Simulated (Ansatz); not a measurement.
Consider the formal exchange of groups at the Al–C bond: `C=C[C](=C)[AlH2]` + `[SiH3]BO[SiH3]` → `[AlH2][B]([SiH3])O[SiH3]` + `C=CC=C`.

Calculated with Ansatz (gas phase, PBE0-D4/def2-TZVP geometries, no zero-point term in ΔE). CBS: MP2 limit from def2 TZ/QZ plus the TZ coupled-cluster correction, frozen cores. DFT in def2-TZVPP. Each species was taken in one conformer, which may not be the lowest.

CCSD(T)/CBS gives +8.9 kcal/mol.

Q: Another level gave +10.2 kcal/mol. Which?
A. MP2/def2-TZVPP
B. B2PLYP/def2-TZVPP
C. ωB97X-V/def2-TZVPP
D. PBE/def2-TZVPP

A: B. B2PLYP 10.2, PBE 5.1, ωB97X-V 8.8, MP2/def2-TZVPP 11.4 kcal/mol.

Largest T1 diagnostic among the species: 0.014.

In def2-TZVPP, CCSD(T) changes the Hartree–Fock value by −4.1 kcal/mol (the triples alone add −0.5 kcal/mol) and MP2 by −1.9 kcal/mol. From PBE to PBE0 (25 % exact exchange), in def2-TZVPP and without D4, ΔE moves by +1.3 kcal/mol.
